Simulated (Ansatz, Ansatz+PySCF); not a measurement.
```xyz
4

O     0.0425   -0.0349   -0.7092
O     0.0487   -0.0254    0.7092
H     0.0792    0.9122   -0.9007
H    -0.8087   -0.4293    0.9007
```

Basis set: def2-SVP (spherical functions). Frozen core: 2 orbitals. Charge 0, multiplicity 1.

Computed with Ansatz (development build ahead of 0.2.0); each method stands on the lowest determinant of its kind that the runs found. Restricted open shells among the atoms or ions are ROHF, correlated in semicanonical orbitals with singles. Restricted functionals stand beside restricted open-shell atoms, which can lie above the unrestricted atoms usual in DFT and then raise those values.

(1) Give the atomization energy at this shape (free ground-state atoms in the same class of orbitals less the molecule, no zero-point energy) of singlet H₂O₂ by ωB97X (restricted), ωB97X (unrestricted), PBE0 (restricted), PBE0 (unrestricted), RHF-CCSD(T), RHF-MP2, RHF, UHF.

## Answers

(1)

```
              method  atomization energy
  ωB97X (restricted)     265.43 kcal/mol
ωB97X (unrestricted)     261.88 kcal/mol
   PBE0 (restricted)     262.35 kcal/mol
 PBE0 (unrestricted)     259.45 kcal/mol
         RHF-CCSD(T)     241.04 kcal/mol
             RHF-MP2     246.67 kcal/mol
                 RHF     139.62 kcal/mol
                 UHF     133.31 kcal/mol
```
